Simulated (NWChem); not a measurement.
Molecule: CH3FO3Si; SMILES O=C(O)[Si@@H](F)O

```xyz
9

O      1.1429    -1.3518     0.5812
C      0.1116    -1.0395     0.0015
O     -0.8325    -1.9289    -0.3618
Si    -0.2049     0.8234    -0.3931
O      1.2881     1.4897    -0.1258
F     -1.3197     1.3543     0.6799
H     -0.5151    -2.8154    -0.0632
H     -0.7049     1.1546    -1.7544
H      1.8310     0.8682     0.4046
```
Atoms are numbered in this order, from 1.

Computed with NWChem. Geometry: optimised at PBE-D3(BJ)/def2-SVP. Level: PBE0/def2-SVP with SMD (1 M gas to 1 M solution), gas-phase geometry. Reactions with the solvent are ignored.

```csv
solvent,dielectric constant,solvation free energy (kcal/mol),cavity-dispersion-structure term (kcal/mol),dipole in solution (D)
water,78.4,-7.0,4.7,2.85
"1,4-dioxane",2.21,-4.0,-1.4,2.45
anisole,4.22,-4.6,-0.9,2.54
ethyl acetate,5.99,-5.6,-1.6,2.57
methanol,32.6,-7.5,4.0,2.83
chloroform,4.71,-5.0,0.9,2.61
ethanol,24.9,-7.5,3.1,2.81
```
